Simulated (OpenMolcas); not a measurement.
A calculation on C+.

* Program: OpenMolcas 26.06
* Method: CASSCF
* Basis: ANO-RCC-VTZP [4s3p2d1f]
* Scalar Hamiltonian: DKH2, point nucleus
* Active space: 3 electrons in 4 orbitals (2s 2p)
* State averaging: 2S+1 = 4 odd, 1 root; 2S+1 = 2 odd, 11 roots kept (CI in the orbitals of an earlier block); 2S+1 = 4 even, 3 roots; 2S+1 = 2 even, 9 roots kept (CI in the orbitals of an earlier block)
* Spin-orbit coupling: RASSI with atomic mean-field integrals over the reference wave functions, term energies averaged over their components

Which level of the active space comes out lowest?

2s² 2p ²P°_1/2, with 100 % of that term; it is also the measured ground level.

How high does 2s 2p² ²D_5/2 lie?

79828 cm⁻¹ above the lowest level; measured 74930 cm⁻¹ above the ground level, so the calculation is off by +7 %.

How high does 2s 2p² ²P_1/2 lie?

121780 cm⁻¹ above the lowest level; measured 110624 cm⁻¹ above the ground level, so the calculation is off by +10 %.

How high does 2p³ ²P°_1/2 lie?

183880 cm⁻¹ above the lowest level; measured 168730 cm⁻¹ above the ground level, so the calculation is off by +9 %.

Measured values: NIST Handbook of Basic Atomic Spectroscopic Data.

Without dynamic correlation excited terms often stand tens of per cent too high (terms of higher spin than the ground term too low), and those without a measured partner can miss by more than the paired ones. Terms from blocks run as CI alone lack orbitals of their own. Computed and measured levels are paired by configuration, term and J; levels that our copy of the source lacks, or whose pairing is in doubt (as where it misses far off the trend of its configuration), stay unpaired and out of the deviations. Only configurations of the active space appear.

° marks odd parity.
